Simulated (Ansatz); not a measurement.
Job for Ansatz (a first-principles code): R-PBE/def2-TZVPPD on AsH3 (SMILES [AsH3]) with ghost functions, monomers drawn apart or pushed together. Files ending in .json are basis or fitting sets from the Basis Set Exchange.

Ansatz 0.2 input:
```yaml
crystal:
  periodic: [false, false, false]
  atoms:
    - {symbol: As, position_ang: [0.16125355, 0.78393159, 6.81994974]}
    - {symbol: H, position_ang: [-0.57686201, 1.37445805, 8.01764834]}
    - {symbol: H, position_ang: [-0.67379119, -0.49075720, 6.86295618]}
    - {symbol: H, position_ang: [-0.80097453, 1.44218912, 5.83641017]}
basis:
  gaussian:
    orbitals: def2-TZVPPD.json
    ghost_atoms:
      - {symbol: Si, position_ang: [0.00474387, -0.08228078, 0.19729922]}
      - {symbol: H, position_ang: [0.31397630, -0.62958426, -1.14309886]}
      - {symbol: H, position_ang: [-1.42185911, 0.30733567, 0.25608056]}
      - {symbol: H, position_ang: [0.85178177, 1.10246107, 0.45833281]}
      - {symbol: H, position_ang: [0.27391406, -1.11349795, 1.22468440]}
hamiltonian:
  xc: {name: PBE}
scf: {lower_state_search: off}
```

The head of its log:

```
Functional definition: PBE
[...]
these checks for a lower state are left out or cut short: stability, starts, cluster_reference, orbital_swaps, neighbouring_geometries, increment
integrals: 0.11 GiB planned
1094 factors; their error is unknown
mean field: 0.74 GiB planned
mean field evaluation 1: about -60879.8836 eV, gradient 1.8e1 eV
mean field evaluation 2: about -60880.2171 eV, gradient 1.4e1 eV
```

Task: Predict the final total energy.

Result: -2237.3180 hartree.
